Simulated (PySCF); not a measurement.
# CsLi: from constants to spectrum

RHF-CCSD(T) constants of CsLi, ¹Σ⁺ (singlet), closed shell (PySCF, scalar-relativistic core potentials, basis sets Cs def2-TZVP with ECP46, Li def2-TZVP; masses 132.9054 and 7.0160 u):

```
ωe              : 170.5 cm⁻¹
ωexe            : 0.978 cm⁻¹
Be              : 0.17742 cm⁻¹
αe              : 0.00121 cm⁻¹
D (centrifugal) : 7.68e-07 cm⁻¹
De to Cs + Li   : 0.60 eV
```

**Question.** Give the band origin of the fundamental and the first lines of its P and R branches.

**Answer.** ν0 = ωe − 2ωexe = 168.5 cm⁻¹, B0 = 0.17681, B1 = 0.17560 cm⁻¹.

```json
{"J″": "0", "P(J″) − ν0": "", "R(J″) − ν0": "0.351"}
{"J″": "1", "P(J″) − ν0": "-0.354", "R(J″) − ν0": "0.700"}
{"J″": "2", "P(J″) − ν0": "-0.710", "R(J″) − ν0": "1.046"}
{"J″": "3", "P(J″) − ν0": "-1.068", "R(J″) − ν0": "1.390"}
{"J″": "4", "P(J″) − ν0": "-1.429", "R(J″) − ν0": "1.731"}
{"J″": "5", "P(J″) − ν0": "-1.792", "R(J″) − ν0": "2.070"}
{"J″": "6", "P(J″) − ν0": "-2.157", "R(J″) − ν0": "2.407"}
```

**Question.** Near which J would the R branch turn back, without centrifugal distortion?

**Answer.** At J ≈ (B0 + B1)/(2(B0 − B1)) − 1 ≈ 140.

Correlated steps freeze no core orbitals. Spin–orbit coupling is left out. Where the molecule has an RHF reference, its open-shell atoms are computed with UHF.
